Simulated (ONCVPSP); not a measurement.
## Kr (Z = 36): one change to an ONCV potential, before and after

ONCVPSP 4.0.1 input, shortened (lines: element, Z, core and valence counts, functional; n l f; lmax; l rc ep ncon nbas qcut; lloc lpopt rc5 dvloc0; l nproj debl; icmod fcfact rcfact), PBE, scalar-relativistic:

```
  Kr 36.00    5    3        4      upf
    1    0    2.00
    2    0    2.00
    2    1    6.00
    3    0    2.00
    3    1    6.00
    3    2   10.00
    4    0    2.00
    4    1    6.00
    2
    0    1.35    0.00    4    7    4.30
    1    1.30    0.00    4    7    6.70
    2    0.55    0.00    5    8   20.00
    4    3    0.45    0.00
    0    1    2.30
    1    3    0.40
    2    3    0.50
    3    2.25    1.80
```

In the d channel the program set the typed energies aside and used -2.991, 0.250, 0.750 Ha.

All-electron outer shells of the reference configuration (PBE, scalar-relativistic, ld1.x):

```csv
shell,level (eV),outermost node (bohr),outermost maximum (bohr)
3s,-263.97,0.22,0.47
3p,-195.19,0.20,0.46
3d,-81.40,–,0.41
4s,-23.05,0.64,1.34
4p,-9.25,0.67,1.55
```

Change: all radii but the core radius scaled by about 1.09 (s 1.48, p 1.42, d 0.60 bohr); local potential polynomial inside 0.50 bohr (lpopt 3, dvloc0 0 Ha).

Cutoffs: the cutoffs (Ha) at which the residual kinetic energy of the hardest occupied pseudo-wave falls to 1 and 0.1 mHa per electron; they do not see the model core or the augmentation charge, which bear on the density cutoff. Errors are all-electron minus pseudo energies relative to the spin-unpolarised reference configuration.

Task: How do hardness, ghosts and transferability respond?

Result: The potential gets softer (699 Ha and 788 Ha → 555 Ha and 644 Ha); both files keep a bound ghost (d, p, s); the number of tests with a reliable result goes from 3 to 4; of the 3 tests that both files solve, the error grows in 2 and shrinks in 0 by more than 15 % and 0.3 meV (median size 1.4 → 1.5 meV). A larger radius leaves more room for a smooth pseudo-wave, so fewer plane waves are needed.

```tsv
quantity	base	changed
cutoff, loose	699 Ha	555 Ha
cutoff, tight	788 Ha	644 Ha
loose cutoff by channel	s 47 Ha, p 14 Ha, d 699 Ha	s 43 Ha, p 15 Ha, d 555 Ha
bound ghosts	s, p, d	s, p, d
GHOST(+) flags under 300 eV	none	p at 95.6 eV
tests with a reliable result	3 of 4	4 of 4
error for 3d10 4s2 4p5, meV [ΔE 14.29 eV]	-1.4	-1.5
error for 3d10 4s2 4p4, meV [ΔE 39.46 eV]	+0.5	+1.1
error for 3d10 4s2 4p3, meV [ΔE 76.54 eV]	+11	+15
rms error of d²Exc/dni dnj with the model core, mHa	2.92	2.85
```

 A true bound ghost makes a file unfit for plane-wave use even where its test errors are small: the radial tests pick states by their node count and pass the ghost by.
